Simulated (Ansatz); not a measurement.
Cost and result for the atomization energy of `C=C1OC[SiH2]1` (11 atoms, 11 bonds).

```xyz
11

C     1.564   -0.718   -1.145
C     0.582   -0.190   -0.429
O     0.358    1.172   -0.311
C    -0.802    1.261    0.556
Si   -0.868   -0.634    0.671
H     2.268   -0.099   -1.692
H     1.677   -1.792   -1.191
H    -0.550    1.816    1.462
H    -1.619    1.768    0.038
H    -0.581   -1.259    1.989
H    -2.029   -1.324    0.051
```

The species carries charge 0 and has multiplicity 1. All single points use the PBE0-D4/def2-TZVP geometry. Program: Ansatz. All runs use 4 threads of an Intel Xeon Platinum 8488C on a shared host. Times are those of one run each, without the atoms' runs, and a repeat can differ threefold. Electronic energies, without spin–orbit coupling; frozen cores. CCSD(T)/CBS adds CCSD(T) − MP2 in def2-TZVPP to the MP2 limit, and its time is that of the two runs behind it. T1 = 0.014. HSE06 is the plane-wave form, built on full-range PBE exchange.

CCSD(T)/CBS is a level of theory with its own doubt, some kJ/mol a heavy atom from the limit and from the frozen cores, so smaller differences don't rank the functionals.

```json
{"level": "LDA (SPW92)/def2-TZVPP", "functions": "250", "wall time": "0.9 s", "atomization (kcal/mol)": "1178.0", "difference from CCSD(T)/CBS": "159.4", "per bond": "14.5"}
{"level": "BLYP-D4/def2-TZVPP", "functions": "250", "wall time": "1.3 s", "atomization (kcal/mol)": "1020.7", "difference from CCSD(T)/CBS": "2.1", "per bond": "0.2"}
{"level": "PBE-D4/def2-TZVPP (with forces)", "functions": "250", "wall time": "1.6 s", "atomization (kcal/mol)": "1047.3", "difference from CCSD(T)/CBS": "28.7", "per bond": "2.6"}
{"level": "HSE06-D4/def2-TZVPP", "functions": "250", "wall time": "2 s", "atomization (kcal/mol)": "1026.5", "difference from CCSD(T)/CBS": "7.9", "per bond": "0.7"}
{"level": "CAM-B3LYP-D4/def2-TZVPP", "functions": "250", "wall time": "2.2 s", "atomization (kcal/mol)": "1023.9", "difference from CCSD(T)/CBS": "5.3", "per bond": "0.5"}
{"level": "r2SCAN-D4/def2-TZVPP (with forces)", "functions": "250", "wall time": "2.6 s", "atomization (kcal/mol)": "1024.5", "difference from CCSD(T)/CBS": "5.9", "per bond": "0.5"}
{"level": "r2SCANh-D4/def2-TZVPP", "functions": "250", "wall time": "2.8 s", "atomization (kcal/mol)": "1017.0", "difference from CCSD(T)/CBS": "-1.6", "per bond": "-0.1"}
{"level": "CCSD(T)/def2-SVP", "functions": "104", "wall time": "3 s", "atomization (kcal/mol)": "964.6", "difference from CCSD(T)/CBS": "-54.0", "per bond": "-4.9"}
{"level": "B2PLYP/def2-TZVPP", "functions": "250", "wall time": "3.5 s", "atomization (kcal/mol)": "1008.9", "difference from CCSD(T)/CBS": "-9.7", "per bond": "-0.9"}
{"level": "ωB97X-V/def2-TZVPP", "functions": "250", "wall time": "4.3 s", "atomization (kcal/mol)": "1023.6", "difference from CCSD(T)/CBS": "5.0", "per bond": "0.5"}
{"level": "MP2/def2-QZVPP", "functions": "478", "wall time": "15 s", "atomization (kcal/mol)": "1025.9", "difference from CCSD(T)/CBS": "7.3", "per bond": "0.7"}
{"level": "CCSD(T)/def2-TZVPP", "functions": "250", "wall time": "64 s", "atomization (kcal/mol)": "991.9", "difference from CCSD(T)/CBS": "-26.7", "per bond": "-2.4"}
{"level": "CCSD(T)/CBS(def2)", "functions": "–", "wall time": "79 s", "atomization (kcal/mol)": "1018.6", "difference from CCSD(T)/CBS": "0.0", "per bond": "0.0"}
```

The D4 term adds +8.7 kcal/mol with B3LYP and +4.5 kcal/mol with PBE0; it sums over pairs of atoms, weighted by their polarisabilities, and B3LYP, whose exchange is more repulsive, gets the larger term. At CCSD(T), def2-SVP lies −54.1 kcal/mol from the extrapolated value and def2-TZVPP −26.7 kcal/mol: correlation converges slowly with the basis, and small sets miss more of it in the bonded molecule than in its fragments. Leaving LDA and LC-ωPBE aside and taking each functional with its dispersion term where it has one, the values, not all of them listed here, spread over 60.8 kcal/mol, from BHLYP-D4 to PBE-D4. LDA lies +136.0 kcal/mol from PBE without D4, its usual overbinding.

B3LYP here is the variant with VWN-RPA as its local correlation; programs differ in this.
